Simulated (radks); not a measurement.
Species: Sc. Configuration: [Ar] 3d1 4s2. All-electron calculation, non-relativistic Kohn-Sham, PBEsol, spin-unpolarised, spherical densities, point nucleus. Program: a radial shooting solver on a logarithmic mesh with Libxc functionals.

Normalised radial functions P(r) = r R(r), r in bohr:

r             2p       4s
0.007107  0.0134   0.0334
0.009329  0.0226   0.0417
0.01224   0.0378   0.0513
0.01607   0.0626   0.0618
0.02093   0.1010   0.0718
0.02747   0.1628   0.0804
0.03606   0.2570   0.0845
0.04733   0.3956   0.0803
0.06212   0.5889   0.0634
0.08154   0.8404   0.0301
0.107     1.1367  -0.0200
0.1405    1.4372  -0.0799
0.1844    1.6697  -0.1322
0.242     1.7444  -0.1500
0.3177    1.5966  -0.1076
0.417     1.2388   0.0008
0.5473    0.7817   0.1416
0.7184    0.3819   0.2429
0.943     0.1349   0.2265
1.238     0.0315   0.0655
1.612     0.0047  -0.1780
2.116     0.0003  -0.4174
2.777     0.0000  -0.5560
3.645     0.0000  -0.5479
4.784     0.0000  -0.4082
6.28      0.0000  -0.2238
8.243     0.0000  -0.0886
10.82     0.0000  -0.0235

2p: eigenvalue -387.42 eV, 0 radial nodes, <r> = 0.309 bohr, 90 % of the charge inside 0.508 bohr. 4s: eigenvalue -4.156 eV, 3 radial nodes at r = 0.0969, 0.416, 1.34 bohr, <r> = 3.73 bohr, 90 % of the charge inside 5.59 bohr.
